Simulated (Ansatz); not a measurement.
Hf₂Se₄⁺, relaxed as a doublet with UKS PBE-D4/def2-SVP in Ansatz, starting from the PBE-D4/def2-SVP geometry of the neutral singlet. Force threshold 0.02 eV/Å.

In the def2 sets Hf takes a core potential; there is no spin–orbit coupling. The relaxation made no stability test and no search for a lower SCF solution. No other spin state of charge 1 was run. The structure comes from a short search, and lower isomers may exist.

Start:

Cartesian coordinates in Å:
```
Hf 1.0875 0.6270 -1.1769
Hf -1.0843 -0.6253 1.1734
Se -2.5595 -2.3904 0.6378
Se 1.3087 -1.2583 0.5354
Se -1.3086 1.2547 -0.5439
Se 2.5561 2.3923 -0.6258
```

```
step   energy (eV)  largest force component (eV/Å)  SCF passes
   1  -263941.7860                           0.998          26
   2  -263941.8879                           0.889          35
   3  -263941.9508                           0.304          30
   4  -263941.9664                           0.069          28
   5  -263941.9666                           0.070          27
   6  -263941.9671                           0.003          27
   7  -263941.9671                           0.001          26
   8  -263941.9671                           0.001          27
   9  -263941.9671                           0.001          26
  10  -263941.9671                           0.005          28
  11  -263941.9671                           0.023          28
  13  -263941.9674                           0.050          28
  15  -263941.9681                           0.064          27
  17  -263941.9695                           0.095          27
  19  -263941.9717                           0.116          27
  21  -263941.9750                           0.128          28
  23  -263941.9941                           0.282          35
  25  -263942.0763                           0.388          33
  27  -263942.1532                           0.596          37
  29  -263942.1984                           0.203          37
  31  -263942.2062                           0.040          29
  32  -263942.2063                           0.012          29
```

Force components are those of the run's own axes.

End:

Cartesian coordinates in Å:
```
Hf 1.196 0.626 -1.437
Hf -0.527 -0.101 1.037
Se -2.232 -1.770 1.285
Se 1.226 -1.579 -0.183
Se -1.321 0.867 -1.238
Se 1.658 1.958 0.535
```

Bonds formed: Hf2–Se6 (atoms count from 1).

The force fell under the threshold at step 6, but the optimiser went on and released 0.239 eV more. No frequencies were taken in this run, so the end may be a saddle point.

Hardware: 4 threads of Arm Neoverse V2 on a shared host. Wall time 2.9 min.
